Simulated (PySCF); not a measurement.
Pb(OH)2 (singlet). Method: PBE0/[Pb def2-TZVP with ECP60, O def2-TZVP, H def2-TZVP], scalar-relativistic core potentials, density fitting, no spin–orbit coupling, PySCF.

Harmonic bands of its minimum:

| ω (cm⁻¹) | IR (km/mol) |
| --- | --- |
| 169 | 18.0 |
| 279 | 0.0 |
| 368 | 251 |
| 519 | 122 |
| 545 | 89.8 |
| 608 | 111 |
| 732 | 4.6 |
| 3879 | 9.5 |
| 3879 | 59.7 |

The central atom is Pb. Infer the point group and assign the bands.

C2v. The modes span 4a1 + a2 + b1 + 3b2: 169 a1, 279 a2, 368 b1, 519 b2, 545 a1, 608 b2, 732 a1, 3879 b2, 3879 a1. The computed geometry has O–H 0.961 Å (×2), Pb–O 2.088 Å (×2); H–O–Pb 116.4° (×2), O–Pb–O 98.7°.

This need not be the most stable arrangement of these atoms. With an element this heavy the missing spin–orbit coupling can shift these numbers.
